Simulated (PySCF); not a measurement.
B(F)(GeH3)(OH), H4BFGeO, SMILES O[B](F)[GeH3] (PBE0/def2-SVP optimised geometry):

```
8

B      0.609    -0.384     0.000
F      1.946    -0.384     0.000
Ge    -0.430     1.411     0.000
H     -0.175     2.179     1.313
H      0.043     2.315    -1.155
H     -1.946     1.192    -0.142
O     -0.038    -1.561     0.007
H      0.569    -2.315     0.012
```

Computed with PBE0/def2-TZVP (PySCF 2.14.0).

### Question
What are the frontier orbital energies and the dipole moment?

### Answer
HOMO-2 -9.47 eV, HOMO-1 -9.45 eV, HOMO -8.66 eV, LUMO -0.42 eV, LUMO+1 0.55 eV; dipole moment 1.47 D.

Meta-Löwdin charges at PBE0/def2-TZVP: B1 0.40, F2 -0.31, Ge3 0.17, H4 -0.04, H5 -0.04, H6 -0.05, O7 -0.49, H8 0.36.
